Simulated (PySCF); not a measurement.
Molecule: SMILES COB(OC)OC, C₃H₉BO₃.

Molfile (atoms numbered from 1):
```
C3H9BO3
     RDKit          3D

 16 15  0  0  0  0  0  0  0  0999 V2000
   -0.4399    2.4299   -0.1378 C   0  0  0  0  0  0  0  0  0  0  0  0
    0.3755    1.3169    0.1156 O   0  0  0  0  0  0  0  0  0  0  0  0
   -0.1475    0.0616    0.1548 B   0  0  0  0  0  0  0  0  0  0  0  0
    0.6636   -1.0056    0.3912 O   0  0  0  0  0  0  0  0  0  0  0  0
    2.0410   -0.8230    0.5875 C   0  0  0  0  0  0  0  0  0  0  0  0
   -1.4796   -0.1298   -0.0462 O   0  0  0  0  0  0  0  0  0  0  0  0
   -2.0219   -1.4236   -0.0282 C   0  0  0  0  0  0  0  0  0  0  0  0
   -1.0862    2.2722   -1.0163 H   0  0  0  0  0  0  0  0  0  0  0  0
   -1.0906    2.6574    0.7231 H   0  0  0  0  0  0  0  0  0  0  0  0
    0.2085    3.2985   -0.3237 H   0  0  0  0  0  0  0  0  0  0  0  0
    2.2464   -0.1803    1.4593 H   0  0  0  0  0  0  0  0  0  0  0  0
    2.4986   -1.8079    0.7592 H   0  0  0  0  0  0  0  0  0  0  0  0
    2.5192   -0.3590   -0.2909 H   0  0  0  0  0  0  0  0  0  0  0  0
   -3.1005   -1.3485   -0.2280 H   0  0  0  0  0  0  0  0  0  0  0  0
   -1.5632   -2.0676   -0.7965 H   0  0  0  0  0  0  0  0  0  0  0  0
   -1.8761   -1.9122    0.9493 H   0  0  0  0  0  0  0  0  0  0  0  0
  1  2  1  0
  2  3  1  0
  3  4  1  0
  4  5  1  0
  3  6  1  0
  6  7  1  0
  1  8  1  0
  1  9  1  0
  1 10  1  0
  5 11  1  0
  5 12  1  0
  5 13  1  0
  7 14  1  0
  7 15  1  0
  7 16  1  0
M  END
```

Geometry PBE0-D3(BJ)/def2-SVP throughout; GIAO in PySCF, gas phase, one conformer, non-relativistic; equivalent atoms averaged; functional PBE0.

Question: How do the absolute shieldings σ depend on the basis set? (ppm; last column core-seconds on shared hosts with different chips, so compare them loosely)

Answer: 
```
    basis set  functions  C1/C5/C7  O2/O4/O6     B3  H8/H9/H10/H11/H12/H13/H14/H15/H16  core-s
       STO-3G         44     187.6     340.0  118.5                              30.38     3.3
     pcSseg-0         81     137.7     278.9   91.4                              28.96     3.5
        6-31G         81     149.8     273.3  100.5                              28.88     7.3
       6-31G*        116     144.5     282.6   98.3                              28.52      10
      cc-pVDZ        143     147.3     280.5   98.4                              27.92     7.9
     def2-SVP        143     144.7     282.7   94.9                              28.03     7.1
     pcSseg-1        164     132.1     272.1   83.4                              27.78      18
  aug-cc-pVDZ        242     146.0     282.6   94.4                              27.82      16
6-311+G(2d,p)        243     135.6     270.9   86.7                              28.05      28
    def2-TZVP        271     135.1     272.4   87.3                              28.04      19
```

Question: Which nucleus moves most, in ppm?

Answer: O2/O4/O6 (oxygen bonded to C, B): from 270.9 ppm with 6-311+G(2d,p) to 340.0 ppm with STO-3G. The smallest spread is 2.60 ppm, at H8/H9/H10/H11/H12/H13/H14/H15/H16. Proton shifts span only some 12 ppm, so a few tenths of a ppm matter as much there as several ppm in carbon.

Question: Taking the largest basis, def2-TZVP (271 functions), as the yardstick, rank the others by their worst heavy-atom deviation.

Answer: 6-311+G(2d,p) 1.5 ppm (243 functions), pcSseg-1 3.9 ppm (164 functions), pcSseg-0 6.5 ppm (81 functions), def2-SVP 10.3 ppm (143 functions), aug-cc-pVDZ 10.9 ppm (242 functions), 6-31G* 11.1 ppm (116 functions), cc-pVDZ 12.2 ppm (143 functions), 6-31G 14.7 ppm (81 functions), STO-3G 67.6 ppm (44 functions).

A small basis that lands close on one nucleus may do so by chance; judge by the trend and by all nuclei.
